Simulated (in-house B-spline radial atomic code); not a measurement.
Computed with a B-spline radial atomic code. Model: two electrons, singlet ground state, non-relativistic, full CI in B-splines with partial waves to l = 8 (at full coupling up to 3e-4 hartree above the limit, correlation up to 0.6 % small), density held at that of full coupling by Lieb maximisation.

W(λ) is the mean repulsion in the state of coupling λ less the Hartree energy of the fixed density. Its start is exact exchange, its initial slope is twice the second-order Görling-Levy correlation energy, and its area from 0 to 1 is E_xc. A straight curve means weak, dynamic correlation, and a curve that drops fast and flattens means strong correlation.

Command:
```bash
python run_ac.py task.json out
```
Settings (lengths in bohr, energies in hartree):
```
potential              coulomb
strength               0.898
lmax                   8
wall_radius            3.67
```

Cost of the run: 2.2 s on 1 thread of Intel(R) Xeon(R) Processor @ 2.30GHz, on a shared host.

**W = mean repulsion less Hartree energy, and W of three functionals.**

Given: confinement point charge; nuclear charge 0.898; hard wall radius 3.67 bohr; external potential -Z/r.

Computed: LDA exchange minus exact 84.479 millihartree; PBE exchange minus exact 22.381 millihartree.

```
coupling  W xc (hartree)  W xc minus exchange (millihartree)  kinetic minus Kohn-Sham (millihartree)  LDA (PW92) W minus its exchange (millihartree)  PBE W minus its exchange (millihartree)  SCAN W minus its exchange (millihartree)
       0        -0.58388                                   0                                       0                                               0                                        0                                         0
    0.02        -0.58577                               -1.89                                    0.02                                          -10.67                                    -2.43                                     -1.89
    0.05               ?                                   ?                                       ?                                               ?                                        ?                                         ?
    0.12        -0.59477                             -10.887                                    0.64                                          -39.79                                   -14.19                                    -10.65
    0.25        -0.60544                             -21.551                                     2.6                                          -64.46                                   -28.05                                    -20.91
     0.4        -0.61648                             -32.591                                    6.18                                          -85.86                                   -42.16                                    -31.52
     0.6        -0.62942                             -45.532                                   12.61                                         -108.16                                   -58.46                                    -44.03
     0.8        -0.64067                             -56.789                                   20.47                                         -126.08                                   -72.48                                    -55.05
       1        -0.65055                             -66.663                                   29.34                                         -141.08                                   -84.72                                    -64.84
     1.4        -0.66705                             -83.167                                   49.01                                         -165.21                                  -105.19                                    -81.53
       2        -0.68599                             -102.11                                   80.92                                         -192.16                                  -128.94                                   -101.21
       3        -0.70803                             -124.14                                  135.25                                         -223.44                                  -157.34                                   -124.82
     4.5        -0.72913                             -145.24                                  213.11                                         -254.17                                  -185.88                                   -147.87
       7               ?                                   ?                                       ?                                               ?                                        ?                                         ?
      10        -0.76427                             -180.38                                  450.74                                         -309.51                                  -238.27                                   -185.01
```

Task: What belongs in the row 0.05?

Result: W xc (hartree): -0.58855; W xc minus exchange (millihartree): -4.667; kinetic minus Kohn-Sham (millihartree): 0.12; LDA (PW92) W minus its exchange (millihartree): -21.37; PBE W minus its exchange (millihartree): -6.04; SCAN W minus its exchange (millihartree): -4.61.

Task: What belongs in the row 7?

Result: W xc (hartree): -0.74978; W xc minus exchange (millihartree): -165.9; kinetic minus Kohn-Sham (millihartree): 329.39; LDA (PW92) W minus its exchange (millihartree): -285.86; PBE W minus its exchange (millihartree): -215.76; SCAN W minus its exchange (millihartree): -170.19.

Task: What is the SCAN exchange minus exact?

Result: 1.3801 millihartree.

**Energy parts, natural occupations and partial-wave weights.**

Computed: exchange energy -0.58388 hartree; correlation energy -0.037327 hartree; kinetic part of the DFT correlation energy 0.029336 hartree; initial slope twice GL2 -0.095282 hartree; kinetic part over minus potential part 0.44006; Hartree energy 1.1678 hartree; Lieb Oxford ratio E_xc over LDA exchange 1.2439.

```
natural  occupation of the shell (electrons)
      s                               1.9622
      p                             0.030836
      s                                    ?
      d                            0.0009133
      p                           0.00032518
      f                           0.00010639
```

Task: What belongs in the row s?

Result: occupation of the shell (electrons): 0.0054025.

```csv
wave,weight
s,0.98385
p,?
d,0.00048369
f,5.9485e-05
g,1.3181e-05
```

Task: What belongs in the row p?

Result: weight: 0.01559.

Task: What is the total energy?

Result: -0.1421 hartree.

Task: What is the Kohn-Sham kinetic?

Result: 0.9005 hartree.

Half-way to full coupling W has made 59 % of its drop, against 50 % for a straight line, and second-order (GL2) theory, half the initial slope, overshoots the correlation energy by about 28 %: a moderate bend, as in light atoms. Over couplings 0 to 1 the errors in E_xc come to about +31 millihartree for LDA, +12 millihartree for PBE, +2.5 millihartree for SCAN, so SCAN is nearest. In LDA and PBE the errors of exchange and correlation have opposite signs, so the sum is smaller than the larger of the two.
